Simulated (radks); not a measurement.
The numbers below are computed, except where a source is named.
All-electron atom: Tc II in [Kr] 4d5 5s1.

Level of theory: non-relativistic Kohn-Sham, LDA (Slater exchange, Perdew-Wang correlation), spin-polarised, spherical densities, point nucleus; open shells are filled with parallel spins first (spin-orbit coupling, left out, can overturn this in heavy ions); relativity is left out, which matters for an element this heavy (a radial shooting solver on a logarithmic mesh with Libxc functionals).

Energy parts (eV):
part                       energy
total                 -114343.574
kinetic                114267.619
electron-nucleus      -271942.820
Hartree                 46641.333
exchange-correlation    -3309.706

Orbitals (lengths in bohr, moments of r in powers of bohr):
orbital  occ.  eigenvalue (eV)      <r^4>
1s up       1        -20299.62  7.188e-06
1s down     1        -20299.58  7.187e-06
2s up       1        -2852.627   0.001355
2s down     1        -2851.956   0.001355
2p up       3        -2636.025  0.0009050
2p down     3        -2635.507  0.0009047
3s up       1        -500.6389    0.06795
3s down     1        -500.1556    0.06774
3p up       3        -416.4778    0.06974
3p down     3        -415.9530    0.06945
3d up       5        -261.3948    0.06984
3d down     5        -260.7045    0.06931
4s up       1         -77.8857      2.719
4s down     1         -74.6979      2.677
4p up       3         -53.2580      4.115
4p down     3         -49.9308      4.066
4d up       5         -15.8182      20.52
4d down     0         -12.3831      24.56
5s up       1         -11.9518      161.8
5s down     0          -9.6434      222.4

The highest occupied level is 5s up at -11.952 eV. The configuration is held as typed, so some empty levels lie below it. Spin moment in Bohr magnetons: 6. The density falls to 0.001 e/bohr^3 at r = 4.19 bohr. Summed over all electrons, <r^2> = 42.62 bohr^2, which gives a Langevin (diamagnetic) susceptibility term of -33.8 x 10^-6 cm^3/mol. Virial ratio -V/T = 2.00066. The electron density at the nucleus is 5.537e+04 e/bohr^3. The spin density at the nucleus is 7.441 e/bohr^3 (1s -0.020, 2s -0.465, 3s -0.060, 4s -1.163, 5s 9.148).
